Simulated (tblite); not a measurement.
Species: C13H12O.
Bonds: O1–C2, C2–C3 (aromatic), C3–C4 (aromatic), C4–C5 (aromatic), C5–C6, C6–C7, C7–C8 (aromatic), C8–C9 (aromatic), C9–C10 (aromatic), C10–C11 (aromatic), C11–C12 (aromatic), C5–C13 (aromatic), C13–C14 (aromatic), C2–C14 (aromatic), C7–C12 (aromatic). Hydrogens: H15 on O1; H16 on C3; H17 on C4; H18, H19 on C6; H20 on C8; H21 on C9; H22 on C10; H23 on C11; H24 on C12; H25 on C13; H26 on C14.

A start from a force field or distance geometry was refined with GFN2-xTB geometry optimisation, gas phase in tblite 0.8.0. Values at the start:

```tsv
coordinate	start
O1–C2	1.374 Å
O1–H15	0.962 Å
C2–C3	1.402 Å
C3–C4	1.406 Å
C3–H16	1.081 Å
C4–C5	1.390 Å
C4–H17	1.099 Å
C5–C6	1.513 Å
C6–C7	1.506 Å
C6–H18	1.092 Å
C7–C8	1.403 Å
C8–C9	1.402 Å
C8–H20	1.089 Å
C9–C10	1.398 Å
C10–H22	1.083 Å
C13–C14	1.409 Å
O1–C2–C3	120.1°
C2–C3–C4	118.1°
C3–C2–C14	121.6°
C3–C4–C5	121.7°
C5–C6–C7	114.3°
C6–C7–C8	120.2°
C6–C7–C12	120.9°
C7–C8–C9	120.3°
C5–C6–C7–C8	67°
```

Task: How do these coordinates change at the GFN2-xTB level?

Result: 
```tsv
coordinate	GFN2-xTB (Å or °)	change
C13–C14	1.379	-0.030
C3–C4	1.384	-0.022
C8–C9	1.382	-0.020
C4–H17	1.081	-0.018
C2–C3	1.388	-0.014
C7–C8	1.390	-0.013
C9–C10	1.385	-0.013
O1–C2	1.362	-0.012
C8–H20	1.081	-0.008
C5–C6	1.507	-0.006
C4–C5	1.386	-0.004
O1–H15	0.965	+0.003
C10–H22	1.080	-0.003
C3–H16	1.083	+0.002
C6–C7	1.507	+0.001
C6–H18	1.093	+0.001
C5–C6–C7	109.9	-4.4
C3–C2–C14	119.5	-2.1
O1–C2–C3	122.1	+2.0
C2–C3–C4	120.1	+2.0
C3–C4–C5	120.8	-0.9
C6–C7–C12	121.3	+0.4
C6–C7–C8	119.8	-0.4
C7–C8–C9	120.6	+0.3
C5–C6–C7–C8	66	-1
```

The energy falls by 3.0 kcal/mol over 73 L-BFGS steps, the largest force on an atom goes from 1.62 to 0.009 eV/Å, and the atoms move by 0.140 Å rms after alignment. The bond that changes most is C13–C14 (both ends aromatic CH carbon), which shortens by 0.030 Å. Bonds longer at the end by more than 0.005 Å: 1 of 27; shorter: 16. Rotational constants go from 1768, 324.9, 320.8 to 1689, 346.2, 343.7 MHz.

The run took 0.77 s wall on one thread of an Arm Neoverse V2, on a shared host.

Its lowest GFN2-xTB frequency is 13 cm⁻¹, too small to tell a flat minimum from a shallow saddle. One conformer, not necessarily the lowest. 2 starts were optimised and ended at 0.00 and 0.12 kcal/mol (GFN2-xTB); the lowest of these is shown.

The values belong to the conformer `[OH:1][c:2]1[cH:3][cH:4][c:5]([CH2:6][c:7]2[cH:8][cH:9][cH:10][cH:11][cH:12]2)[cH:13][cH:14]1`: C4–C5–C6–C7 -113°, C5–C6–C7–C8 66°, H–O1–C2–C3 0°.

The numbers are calculated, not measured.
